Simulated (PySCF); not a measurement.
# Two-component Hartree-Fock for V (vanadium, neutral)

Start: [Ar] 3d3 4s2; 3d3/2 filled at m_j = -1/2, +1/2, +3/2. Calculated with PySCF 2.14 in x2c-QZVPPall-2c (11s9p5d3f2g, 102 functions): generalised Hartree-Fock with the X2C-1e Hamiltonian and a Gaussian nucleus; one run each with spin-orbit coupling (SO) switched off, then screened by Boettger's factors.

```tsv
spinor shell	electrons	ε, spin-free (eV)	ε, screened SO (eV)	weight of nominal j (screened SO)	rms radius, screened SO (bohr)
1s1/2	2	-5520.4	-5520.4	1.000	0.0768
2s1/2	2	-657.32	-657.30	1.000	0.332
2p1/2	2	-545.86	-551.10	0.986	0.301
2p3/2	4	-545.86	-543.25	0.993	0.303
3s1/2	2	-87.748	-87.737	1.000	1.02
3p1/2	2	-55.072	-56.788	0.656	1.11
3p3/2	4	-55.072	-54.206	0.828	1.11
3d3/2	3	-13.650	-13.658	0.610	1.51
4s1/2	2	-6.354	-6.354	1.000	3.88
```

```json
{"quantity": "E (hartree)", "spin-free": "-948.14781", "screened SO": "-948.15815"}
{"quantity": "M_J", "spin-free": "3/2", "screened SO": "3/2"}
{"quantity": "⟨J²⟩", "spin-free": "6.769", "screened SO": "6.701"}
{"quantity": "⟨L²⟩", "spin-free": "12.008", "screened SO": "12.008"}
{"quantity": "⟨S²⟩", "spin-free": "3.761", "screened SO": "3.760"}
```

The determinant has a definite M_J but mixes levels of different J.

Each row is a mean over spinors that exchange with the open shell spreads, by up to 9.293 eV (3p1/2).

Rows whose weight is well below 1 are mixtures of j = l ± 1/2: exchange outweighs spin-orbit coupling there, and the label is only the starting occupation.

Without spin-orbit coupling the j labels of p, d and f shells carry no meaning; the spin-free column gives the mean over the occupied spinors of each nl shell, and its ⟨J²⟩ belongs to a mixture of degenerate components.
